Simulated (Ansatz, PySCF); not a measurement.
H9Si4, SMILES [SiH2]([SiH2])[SiH2][SiH3], multiplicity 2. Atoms are numbered in the order given.

```xyz
13

Si     2.5350     1.5835    -0.3347
Si     0.2530     1.1864    -0.2514
Si    -0.1409    -1.0694     0.2143
Si    -2.4406    -1.4640     0.2968
H      3.2122     1.3047     0.9686
H      3.2109     0.8117    -1.4220
H     -0.3673     2.0287     0.8149
H     -0.3686     1.5380    -1.5634
H      0.4908    -1.9036    -0.8526
H      0.4921    -1.4133     1.5235
H     -2.7484    -2.8945     0.5919
H     -3.0474    -0.6080     1.3590
H     -3.0486    -1.0978    -1.0167
```
Charge 0, spin multiplicity 2.

Geometry optimised at ωB97X-D3(BJ)/def2-SVP. The isomer is the one that the SMILES or the coordinates give; other isomers of the formula were not compared. Other conformers were not sampled.

Two levels are set side by side: PBE-D3(BJ)/def2-SVP (Ansatz, a first-principles code) and ωB97X-D3(BJ)/def2-SVP (PySCF). Each level has its own optimised geometry; the coordinates shown are those of the second. Frequencies come from the Hessian of PySCF at each geometry. Differences are taken from unrounded values.

```
quantity                            ωB97X-D3(BJ)  PBE-D3(BJ)  PBE-D3(BJ) minus ωB97X-D3(BJ)
----------------------------------  ------------  ----------  -----------------------------
mean bond length (Å)                       1.703       1.718                          0.015
bond Si1–Si2 (Å)                           2.318       2.334                          0.017
bond Si2–Si3 (Å)                           2.337       2.360                          0.023
bond Si3–Si4 (Å)                           2.335       2.355                          0.020
bond Si1–H5 (Å)                            1.495       1.509                          0.014
bond Si1–H6 (Å)                            1.495       1.509                          0.014
bond Si2–H7 (Å)                            1.494       1.507                          0.014
bond Si2–H8 (Å)                            1.494       1.507                          0.014
bond Si3–H9 (Å)                            1.494       1.508                          0.013
bond Si3–H10 (Å)                           1.494       1.508                          0.013
bond Si4–H11 (Å)                           1.493       1.506                          0.014
bond Si4–H12 (Å)                           1.493       1.506                          0.013
bond Si4–H13 (Å)                           1.493       1.506                          0.012
highest harmonic wavenumber (cm⁻¹)          2252        2169                            -83
mean harmonic wavenumber (cm⁻¹)             1002         953                            -49
zero-point energy (kcal/mol)               47.27       44.97                          -2.30
```

Exact exchange shortens and stiffens bonds; PBE has none. Differences between two approximate levels are no errors against the true value.
